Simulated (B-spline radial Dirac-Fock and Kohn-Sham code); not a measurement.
## Eu: non-radiative channels of the 4s vacancy

System: atomic europium, configuration [Xe] 4f7 6s2.

Level of theory: one-electron (LDA, Dirac) transition rates at Dirac-Fock energies; an atomic code on a B-spline grid. Kinetic energies are configuration averages from the vacuum level; the two-hole energies are estimated from single-hole states.

```
transition  kinetic energy (eV)  width (meV)  share (%)
   N1-N2O1                 8.67          618        5.8
   N1-N2O2                32.34          461        4.4
   N1-N2O3                36.19          945        8.9
   N1-N3O1                37.72          817        7.7
   N1-N2N7                51.72          390        3.7
   N1-N3O2                61.03          806        7.6
   N1-N3O3                65.39         1070       10.1
   N1-N3N6                80.36         1170       11.1
   N1-N3N7                81.26         1420       13.4
   N1-N5O1                166.3          340        3.2
```

Coster-Kronig rates are the weakest part of this model and often come out 1.5 to 2.5 times too large. Super-Coster-Kronig decay this fast strains the one-particle picture, and such widths tend to come out too large. Channels within a few eV of threshold rest on estimated energies and may be closed in reality. The listed channels hold 76 % of the non-radiative rate. Summed by principal shells, of 10.6 eV in all: NNO 57.4 %, NNN 39.6 %, NNP 2.2 %, NOO 0.7 %.

Values without a named source are computed, but for edge energies of neutral atoms, which are taken from tables.
